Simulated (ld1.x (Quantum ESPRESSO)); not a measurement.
Plane-wave convergence, TM potential for zirconium (Zr)

ld1.x (Quantum ESPRESSO) 7.5 input, shortened:

```
&input
   title='Zr', zed=40., rel=1, dft='PBE', iswitch=3,
   config='[Kr] 4d2 5s2 5p0'
 /
 &inputp
   pseudotype=2, tm=.true., lloc=0,
   nlcc=.false.
 /
3
5P  2  1   0.00   0.00  4.10  4.10  0.0
4D  3  2   2.00   0.00  2.65  2.65  0.0
5S  1  0   2.00   0.00  3.45  3.45  0.0
 &test
   configts(1)='4d2 5s2 5p0'
 /
```

The pseudo-atom Hamiltonian at the reference potential is diagonalised in spherical Bessel functions j_l(qr) that vanish at 20 bohr, with q² up to the cutoff. All-electron valence levels (Ry): 5p -0.1080, 4d -0.2645, 5s -0.3263.

How do the lowest levels (Ry) of each channel move with the cutoff, and are there ghosts?

| cutoff (Ry) | p #1 | d #1 | d #2 | s #1 | s #2 | f #1 | f #2 | Σ f·Δε (mRy) |
| --- | --- | --- | --- | --- | --- | --- | --- | --- |
| 8 | -0.1079 | -0.0248 | 0.0682 | -0.3253 | 0.0009 | 0.1011 | 0.2143 | 481.3 |
| 12 | -0.1080 | -0.1547 | 0.0528 | -0.3262 | 0.0007 | 0.1011 | 0.2143 | 219.8 |
| 18 | -0.1080 | -0.2510 | 0.0492 | -0.3262 | 0.0007 | 0.1011 | 0.2143 | 27.1 |
| 21 | -0.1080 | -0.2604 | 0.0490 | -0.3263 | 0.0007 | 0.1011 | 0.2143 | 8.2 |
| 30 | -0.1080 | -0.2644 | 0.0488 | -0.3263 | 0.0007 | 0.1011 | 0.2143 | 0.2 |
| 40 | -0.1080 | -0.2645 | 0.0488 | -0.3263 | 0.0007 | 0.1011 | 0.2143 | 0.1 |
| 400 | -0.1080 | -0.2645 | 0.0488 | -0.3263 | 0.0007 | 0.1011 | 0.2143 | 0.0 |

Result: no extra level below or beside the all-electron valence levels (p, d, s, f tested); 10 mRy is reached at 21 Ry and 1 mRy at 30 Ry.

Its largest configuration-test error is +303 meV.
